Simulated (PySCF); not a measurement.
Coordinates in bohr (charge 0 multiplicity 1):
```
As    0.3835    0.0000   -0.3624
O    -1.9678    0.0000    1.6051
H     2.7046    0.0000    1.4858
```

All numbers come from PBE0/[As def2-TZVP, O def2-TZVP, H def2-TZVP], no relativity, density fitting, PySCF.

This geometry of HAsO is a stationary point at this level.

**Question.** What is the point group?

**Answer.** Cs.

**Question.** Is it a minimum?

**Answer.** Yes: all harmonic wavenumbers are real.

**Question.** Give the ideal-gas entropy at 298.15 K and 1 bar by parts.

**Answer.** translation 165.2, rotation 81.9, vibration 1.1, spin 0.0; total 248.2 J/(mol K).

**Question.** What is the atomisation energy, with and without zero-point energy?

**Answer.** 716 kJ/mol without, 693 kJ/mol with.

This need not be the most stable arrangement of these atoms.
